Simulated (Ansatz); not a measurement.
Geometry optimisation, Ansatz 0.2.0, RKS PBE-D4/cc-pVDZ.

The input (input.yaml):

```yaml
crystal:
  periodic: [false, false, false]
  atoms:
    - { symbol: C, position_ang: [0.6966, -0.5556, 2.013] }
    - { symbol: Si, position_ang: [-0.2638, -0.439, 0.3715] }
    - { symbol: S, position_ang: [-0.5866, -2.3201, -0.6215] }
    - { symbol: B, position_ang: [-1.7007, 0.7153, 0.3314] }
    - { symbol: O, position_ang: [-0.8304, 1.7261, -0.1816] }
    - { symbol: B, position_ang: [0.2707, 0.9832, -0.7946] }
    - { symbol: "N", position_ang: [0.8701, 0.937, -2.1966] }
    - { symbol: H, position_ang: [1.6947, -0.9278, 1.8339] }
    - { symbol: H, position_ang: [0.7519, 0.5292, 2.4611] }
    - { symbol: H, position_ang: [0.0823, -1.1452, 2.7342] }
    - { symbol: H, position_ang: [0.8228, -2.5366, -0.6907] }
    - { symbol: H, position_ang: [-2.8693, 0.445, 0.0643] }
    - { symbol: H, position_ang: [1.87217, 1.26806, -2.08582] }
    - { symbol: H, position_ang: [0.98133, -0.11179, -2.39203] }
basis:
  gaussian: { orbitals: cc-pVDZ }
hamiltonian:
  xc: pbe
  dispersion: d4
relax:
  f_tol: 0.015
  max_steps: 40
```

Run as:

```bash
$ ansatz run input.yaml --threads 2 --pin off --max-ram 3072MiB --backend cpu --events-out ev --progress --plain --runs-dir out
```

Task: Where does it end, and by what steps?

Result: The run converged. After 30 steps the energy has fallen by 2.691 eV; H14 moved furthest, 1.47 Å.

```
step  energy less start (eV)  largest force component (eV/Å)  accepted
   0                  0.0000                           3.378       yes
   2                 -1.7482                           0.762       yes
   4                 -2.1583                           1.348       yes
   6                 -2.4982                           0.684       yes
   8                 -2.5775                           1.423        no
  10                 -2.6616                           0.202       yes
  12                 -2.6742                           0.168       yes
  14                 -2.6787                           0.110       yes
  16                 -2.6821                           0.067       yes
  18                 -2.6839                           0.072       yes
  20                 -2.6870                           0.158       yes
  22                 -2.6888                           0.055       yes
  24                 -2.6889                           0.205        no
  26                 -2.6908                           0.076       yes
  28                 -2.6912                           0.050       yes
  30                 -2.6914                           0.011       yes
```

```xyz
14
Properties=species:S:1:pos:R:3
C 0.781 -0.679 2.113
Si -0.213 -0.579 0.497
S -0.816 -2.575 -0.199
B -1.748 0.705 0.053
O -1.142 1.255 -1.075
B 0.180 0.675 -1.060
N 1.152 1.126 -1.953
H 1.723 -1.245 1.961
H 1.037 0.338 2.473
H 0.190 -1.197 2.894
H 0.432 -2.955 -0.614
H -2.851 1.095 0.381
H 0.969 1.855 -2.646
H 2.097 0.749 -1.979
```

Whether the end is a true minimum wasn't checked by a vibrational analysis.

Time of the run: 2.5 min on 2 threads of Arm Neoverse V1, on a shared host, peak memory 0.23 GiB.
